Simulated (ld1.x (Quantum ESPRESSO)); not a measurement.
**Before and after: ultrasoft potential for P (Z = 15)**

ld1.x (Quantum ESPRESSO) 7.5 input, shortened:

```
&input
   title='P', zed=15., rel=1, dft='BLYP', iswitch=3,
   config='[Ne] 3s2 3p1 3d-2'
 /
 &inputp
   pseudotype=3, tm=.true., lloc=2,
   nlcc=.true., rcore=0.90,
   which_augfun='PSQ', rmatch_augfun=1.20
 /
5
3S  1  0   2.00   0.00  1.20  1.45  0.0
3S  1  0   0.00   0.40  1.20  1.45  0.0
3P  2  1   1.00   0.00  1.55  1.70  0.0
3P  2  1   0.00  -1.45  1.55  1.70  0.0
3D  3  2  -2.00  -0.05  1.60  1.60  0.0
 &test
   configts(1)='3s2 3p1'
 /
```

Change: all radii but the core radius scaled by about 0.91 (s 1.32, p 1.56, d 1.46 bohr, rcut 1.10/1.42/1.46); augmentation PSQ, radius 1.10 bohr.

Cutoffs: the cutoffs (Ry, on a coarse ladder) from which the occupation-weighted sum of valence levels, in a spherical-Bessel basis at the reference potential, stays within 10 and 1 mRy of its value at 400 Ry; they do not see the model core or the augmentation charge, which bear on the density cutoff. Errors are all-electron minus pseudo energies relative to the spin-unpolarised reference configuration.

Task: What does the change do?

Result: The potential gets harder (18 Ry and 25 Ry → 21 Ry and 40 Ry); a bound ghost appears in s, which as a rule spoils a file; of the 7 tests that both files solve, the error grows in 1 and shrinks in 4 by more than 15 % and 0.3 meV (median size 7.7 → 5.0 meV). A smaller radius makes the pseudo-wave follow the all-electron one further in, where it bends more sharply, so more plane waves are needed.

```csv
quantity,base,changed
"cutoff, loose",18 Ry,21 Ry
"cutoff, tight",25 Ry,40 Ry
loose cutoff by channel (10 mRy a level),"s 15 Ry, p 12 Ry","s 21 Ry, p 10 Ry"
bound ghosts,none,s
"error for 3s2 3p3, meV [ΔE -28.59 eV]",+7.7,+4.4
"error for 3s2 3p2, meV [ΔE -19.01 eV]",+3.5,+2.0
"error for 3s2 3p0, meV [ΔE 29.67 eV]",+2.9,-1.0
"error for 3s1 3p3, meV [ΔE -9.88 eV]",+6.2,+6.1
"error for 3s1 3p0, meV [ΔE 81.74 eV]",-9.1,-29
"error for 3s2 3p3.3, meV [ΔE -29.85 eV]",+8.4,+5.0
"error for 3s1 3p4, meV [ΔE -20.03 eV]",+11,+10
lowest overlap eigenvalue by channel,"s 0.49, p 0.73","s 0.59, p 0.72"
```

 A true bound ghost makes a file unfit for plane-wave use even where its test errors are small: the radial tests pick states by their node count and pass the ghost by.
